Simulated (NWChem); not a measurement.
System: CH₅BOS; SMILES OB(S)C

Input file for NWChem:

```
start job
memory heap 200 mb stack 900 mb global 1100 mb
geometry units angstroms noautoz
  B     -0.093245    -0.414497    -0.003967
  C      1.153823    -1.385270    -0.000887
  H      1.090056    -2.110707    -0.824013
  H      1.184212    -1.967291     0.931258
  H      2.113077    -0.866769    -0.092104
  O     -1.386154    -0.856471     0.000080
  H     -1.437573    -1.824476    -0.000509
  S      0.171805     1.395775    -0.002419
  H     -1.128833     1.760825     0.008958
end
basis spherical
  B library def2-tzvp
  C library def2-tzvp
  H library def2-tzvp
  O library def2-tzvp
  S library def2-tzvp
end
dft
  xc xcamb88 1.00 lyp 1.0 hfexch 1.00
  cam 0.33 cam_alpha 0.0 cam_beta 1.0
  iterations 150
  mulliken
end
task dft energy
```

The geometry was optimised at B3LYP/6-31G* (spherical d).

Problem. Predict the main results of this run. (LC-BLYP (range parameter 0.33 per bohr)/def2-TZVP.) Quantities: energy (Ha); highest occupied level (eV); orbital gap (eV); dipole (D).

Solution. The energy (Ha) comes out as -538.97, the highest occupied level (eV) is -9.77 and the orbital gap (eV) is 11.70. The dipole (D) is 2.24.
